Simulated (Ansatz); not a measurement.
Isolated molecules relaxed with PBE0-D4/def2-TZVP in Ansatz; ΔE leaves out vibrations. CCSD(T)/CBS is the MP2 limit (def2-TZVPP, def2-QZVPP) plus CCSD(T) − MP2 in def2-TZVPP, frozen cores. Functionals use def2-TZVPP. For Br, Ge outer-core shells are correlated without core-valence functions, which leaves a few kJ/mol of doubt a bond. Scalar relativity is left out up to krypton.

`C=[C]([GeH3])Br` → `[GeH3]/[CH]=C\Br`  (isomerisation)

| level | ΔE (eV) |
| --- | --- |
| B2PLYP | 0.02 |
| MP2/def2-TZVPP | 0.02 |
| MP2/def2-QZVPP | 0.02 |
| HF/CBS(def2) | 0.04 |

(1) What does CCSD(T)/CBS give? (Estimate.)

Largest T1 diagnostic among the species: 0.011.

Results:

(1) Computed: +0.02 eV. The listed levels differ from it by 0.00, 0.00, 0.00, 0.02 eV.
